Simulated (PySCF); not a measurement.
**CuH3: from structure and modes to constants**

Method: PBE0 in PySCF with Cu def2-TZVP, H def2-TZVP; no relativity; density-fitted integrals.

The singlet minimum has C2v symmetry. Masses (u): Cu 62.92960, H 1.00782.

```xyz
4
charge 0 multiplicity 1, angstrom
Cu   -0.0285    0.0000    0.0000
H     1.6548   -0.3912    0.0000
H     1.6548    0.3912    0.0000
H    -1.5320    0.0000    0.0000
```

Harmonic wavenumbers (cm⁻¹): 422.7 (b2, ×1), 505.4 (b1, ×1), 762.6 (a1, ×1), 1176.9 (b2, ×1), 1890.9 (a1, ×1), 3861.8 (a1, ×1).

(1) Find the principal moments of inertia and the rotational constants. What kind of rotor is it?

(2) Find the vibrational entropy and heat capacity at 298.15 K.

(3) Give the standard entropy (298.15 K, 1 bar) by its translational, rotational, vibrational and spin parts, and Cp.

Results:

(1) About the centre of mass I = 0.30849, 7.9358, 8.2443 u Å². With B = 16.8576/I this gives 54.65, 2.124, 2.045 cm⁻¹. The molecule is an asymmetric top with κ = -1.00.

(2) With u = 1.43878 ω/T, each mode gives S = R[u/(eᵘ−1) − ln(1−e⁻ᵘ)] and C = R u² eᵘ/(eᵘ−1)².
```csv
ω (cm⁻¹),u,S (J/(mol K)),C (J/(mol K))
422.7,2.040,3.69,5.95
505.4,2.439,2.70,5.18
762.6,3.680,1.00,2.99
1176.9,5.679,0.19,0.92
1890.9,9.125,0.01,0.08
3861.8,18.636,0.00,0.00
```
The sums over all modes are S = 7.6 and C = 15.1 J/(mol K); the softest mode gives 49 % of the entropy.

(3) Sackur–Tetrode with M = 65.95 u gives 161.1; rotation with symmetry number 2 gives 55.3; vibration 7.6; spin R ln 1 = 0.0. The total is 223.9 J/(mol K), and Cp = 4 R + 15.1 = 48.4 J/(mol K).

Stability towards spin polarisation was not tested. This need not be the most stable arrangement of these atoms.
